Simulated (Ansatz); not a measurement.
Isomers of C2H2F2, B3LYP-D3(BJ)/def2-TZVP minima from an xTB search, which can miss the lowest.
Isomer 1, SMILES C=C(F)F (charge 0, multiplicity 1):
```xyz
6

C     -0.351     0.642    -0.054
C      0.279    -0.509     0.043
F      0.541    -1.142     1.175
F      0.747    -1.211    -0.975
H     -0.519     1.080    -1.024
H     -0.697     1.140     0.836
```
Isomer 2, SMILES F/C=C\F (charge 0, multiplicity 1, Z-matrix in Å and degrees):
```
C
C 1 1.3210
F 2 1.3397 1 122.62
F 1 1.3398 2 122.63 3 0.00
H 1 1.0801 2 122.85 3 -179.99
H 2 1.0801 1 122.85 5 0.00
```

Frozen-core correlation. MP2 and its Hartree–Fock in cc-pVQZ are density fitted.

Codes used: Ansatz (Gaussian basis) for Hartree–Fock, density functionals and correlated methods. Values without a source in brackets are computed.

The energy of isomer 2 above isomer 1 is E(isomer 2) − E(isomer 1). Total energies (hartree):

| level | isomer 2 | isomer 1 |
|---|---|---|
| HF/cc-pVTZ | -275.8328229 | -275.8492947 |
| MP2/cc-pVTZ | -276.6475754 | -276.6656214 |
| HF/cc-pVQZ | -275.8549867 | -275.8705989 |
| MP2/cc-pVQZ | -276.7370725 | -276.7539722 |
| CCSD(T)/cc-pVTZ | -276.6922877 | -276.7088574 |

Work out the energy of isomer 2 above isomer 1 at the basis-set limit: extrapolate the MP2 correlation part as X⁻³, take Hartree–Fock from the larger set, and add the CCSD(T) − MP2 difference of cc-pVTZ.


1. Differences (1 hartree = 627.509 kcal/mol): HF/cc-pVTZ 10.336; MP2/cc-pVTZ 11.324; HF/cc-pVQZ 9.797; MP2/cc-pVQZ 10.605; CCSD(T)/cc-pVTZ 10.398.
2. Correlation parts, MP2 less HF: 0.988 in cc-pVTZ (X = 3), 0.808 in cc-pVQZ (X = 4).
3. Limit (4³·(0.808) − 3³·(0.988))/(4³ − 3³) = 0.676; with HF/cc-pVQZ it gives 10.473.
4. CCSD(T) less MP2 in cc-pVTZ: -0.926.
Result: 9.55 kcal/mol, against 11.32 at MP2/cc-pVTZ. It is an estimate of this method's limit, not of the exact value.

Ansatz is a quantum-chemistry and plane-wave program.
